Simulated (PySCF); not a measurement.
## Sb (antimony, neutral) across methods

[Kr] 4d10 5s2 5p3, high-spin 4S determinant. Computed with PySCF 2.14 in x2c-QZVPPall, with the spin-free X2C one-electron Hamiltonian (Gaussian nucleus).

```json
{"method": "UHF", "E (hartree)": "-6478.03845", "mean ε 5s α (eV)": "-19.898", "mean ε 5s β (eV)": "-13.819", "mean ε 5p α (eV)": "-9.096", "Σ⟨r²⟩ (bohr²)": "61.53", "⟨S²⟩": "3.753"}
{"method": "PW91", "E (hartree)": "-6481.32", "mean ε 5s α (eV)": "-13.466", "mean ε 5s β (eV)": "-11.638", "mean ε 5p α (eV)": "-5.498", "Σ⟨r²⟩ (bohr²)": "61.03", "⟨S²⟩": "3.751"}
{"method": "PBE0", "E (hartree)": "-6480.47", "mean ε 5s α (eV)": "-15.229", "mean ε 5s β (eV)": "-12.429", "mean ε 5p α (eV)": "-6.520", "Σ⟨r²⟩ (bohr²)": "60.82", "⟨S²⟩": "3.751"}
{"method": "LDA", "E (hartree)": "-6474.65", "mean ε 5s α (eV)": "-13.578", "mean ε 5s β (eV)": "-11.999", "mean ε 5p α (eV)": "-5.524", "Σ⟨r²⟩ (bohr²)": "60.98", "⟨S²⟩": "3.751"}
{"method": "TPSSh", "E (hartree)": "-6480.54", "mean ε 5s α (eV)": "-14.296", "mean ε 5s β (eV)": "-11.733", "mean ε 5p α (eV)": "-5.963", "Σ⟨r²⟩ (bohr²)": "60.77", "⟨S²⟩": "3.751"}
{"method": "M06-2X", "E (hartree)": "-6481.38", "mean ε 5s α (eV)": "-16.958", "mean ε 5s β (eV)": "-12.368", "mean ε 5p α (eV)": "-7.446", "Σ⟨r²⟩ (bohr²)": "60.51", "⟨S²⟩": "3.756"}
{"method": "PBE", "E (hartree)": "-6480.38", "mean ε 5s α (eV)": "-13.403", "mean ε 5s β (eV)": "-11.565", "mean ε 5p α (eV)": "-5.460", "Σ⟨r²⟩ (bohr²)": "61.10", "⟨S²⟩": "3.751"}
```

(1) Estimate the same row for r2SCAN.

Results:

(1) E (hartree) = -6480.83; mean ε 5s α (eV) = -14.084; mean ε 5s β (eV) = -11.504; mean ε 5p α (eV) = -5.826; Σ⟨r²⟩ (bohr²) = 60.68; ⟨S²⟩ = 3.752.
